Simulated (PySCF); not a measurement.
Compound: C9H7FO.
Numbering: `[CH2:1]=[CH:2][c:3]1[cH:4][cH:5][cH:6][cH:7][c:8]1[C:9](=[O:10])[F:11]`

Geometry (GFN2-xTB, Å), atoms numbered from 1 in this order:
```
atom  x, y, z in Å
C1     2.3948   -1.6709   -0.1350
C2     1.8015   -0.4857   -0.2498
C3     0.3650   -0.2444   -0.3303
C4    -0.5390   -1.3097   -0.2968
C5    -1.9031   -1.1183   -0.3718
C6    -2.4202    0.1635   -0.4856
C7    -1.5584    1.2381   -0.5219
C8    -0.1713    1.0618   -0.4460
C9     0.6714    2.2566   -0.4895
O10    1.8485    2.3989   -0.4409
F11   -0.0830    3.4013   -0.6080
H12    3.4678   -1.7417   -0.0834
H13    1.8666   -2.6081   -0.0869
H14    2.4255    0.3929   -0.2882
H15   -0.1618   -2.3157   -0.2096
H16   -2.5669   -1.9695   -0.3418
H17   -3.4858    0.3219   -0.5451
H18   -1.9604    2.2354   -0.6104
```

Definitions: NICS(0) = −σiso at the ring centroid; NICS(1) = −σiso and NICS(1)zz = −σzz at ±1 Å along the ring normal z. Level: GIAO PBE0/pcSseg-1 (PySCF, non-relativistic, gas phase) on the GFN2-xTB geometry, one conformer.

Ring bond lengths (Å), with Mayer bond orders in brackets: C3–C4 1.398 (1.41), C4–C5 1.380 (1.48), C5–C6 1.387 (1.39), C6–C7 1.378 (1.46), C7–C8 1.400 (1.37), C8–C3 1.417 (1.27).

Q: Give the NICS values of each ring in ppm.

A: 
```csv
ring,type,NICS(0),"NICS(1), two faces","NICS(1)zz, two faces",rms pucker (Å),"centre to ring atoms, mean (Å)"
C3–C4–C5–C6–C7–C8,6-membered carbocycle; formal bonds all aromatic,-7.3,-10.3 / -10.3,-24.6 / -24.6,0.00,1.39
```

Q: What do they say, and how far can they be read as aromaticity?

A: 
- C3–C4–C5–C6–C7–C8: mean NICS(1)zz -24.6 ppm, shielded. The ring is flat and has no four-coordinate atom; by the NICS criterion it is aromatic.

Q: And the bond-length index? Use HOMA with the parameters of Krygowski (1993).

A: 
- C3–C4–C5–C6–C7–C8: HOMA 0.95 = 1 − EN − GEO, with mean bond length 1.393 Å, EN = α(Ropt − mean)² = 0.007 and GEO = α × variance = 0.047. The geometric and the magnetic index point the same way.

Q: At the first NICS(1) probe listed for ring C3–C4–C5–C6–C7–C8, 1 Å off the ring, what do the in-plane components average?

A: The isotropic value is a third of the trace: (3 × -10.3 − (-24.6))/2 = -3.2 ppm.

Q: List the ring angles and the Hirshfeld charges of the ring atoms.

A: 
- C3–C4–C5–C6–C7–C8: C3 117.4° (+0.019 e), C4 122.2° (-0.040 e), C5 120.1° (-0.028 e), C6 119.3° (-0.043 e), C7 121.3° (-0.039 e), C8 119.7° (-0.024 e); sum 720.0° against 720° for a flat convex ring.

Q: How shielded are the nuclei of the rings and their hydrogens (means over atoms taken as equivalent)?

A: 
```tsv
atoms	environment	σ isotropic (ppm)
C3	substituted aromatic carbon	39.1
C4	aromatic CH carbon	57.8
C5	aromatic CH carbon	45.9
C6	aromatic CH carbon	53.7
C7	aromatic CH carbon	45.0
C8	substituted aromatic carbon	63.8
H15	aromatic hydrogen	23.37
H16	aromatic hydrogen	23.83
H17	aromatic hydrogen	24.09
H18	aromatic hydrogen	23.09
```

The run took about 1.9 min of CPU time (one thread, shared machine). This is the whole shielding run at PBE0/pcSseg-1, SCF included.
